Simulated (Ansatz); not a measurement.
ClGeH6NSi2 (`[SiH3][N]([SiH3])[Ge][Cl]`) at its PBE0-D4/def2-TZVP geometry, where that method's forces vanish. Charge 0, multiplicity 1.

```xyz
11

Si    1.6063   -0.1812    0.6020
N    -0.0232   -0.4546    0.0415
Si   -0.9654    0.9380   -0.4594
Ge   -0.6175   -2.2016    0.0289
Cl   -2.6544   -1.8135   -0.7427
H     2.4447    0.4363   -0.4572
H     1.6235    0.6992    1.7983
H     2.1679   -1.5130    0.9618
H    -0.0660    2.1137   -0.2812
H    -2.1620    1.1247    0.3943
H    -1.3539    0.8520   -1.8864
```

What forces (eV/Å) does r2SCAN-D4/def2-TZVPP give on these atoms in the Gaussian-basis code of Ansatz? (Best estimate.)

The calculation gave: 
```
Si1  0.113 -0.014  0.042
N2  -0.003  0.030 -0.005
Si3 -0.037  0.096 -0.022
Ge4 -0.010 -0.106  0.010
Cl5 -0.041 -0.006 -0.015
H6  -0.019 -0.010  0.023
H7  -0.001 -0.016 -0.028
H8  -0.004  0.046 -0.007
H9  -0.028 -0.023 -0.006
H10  0.025 -0.003 -0.025
H11  0.005  0.004  0.033
```
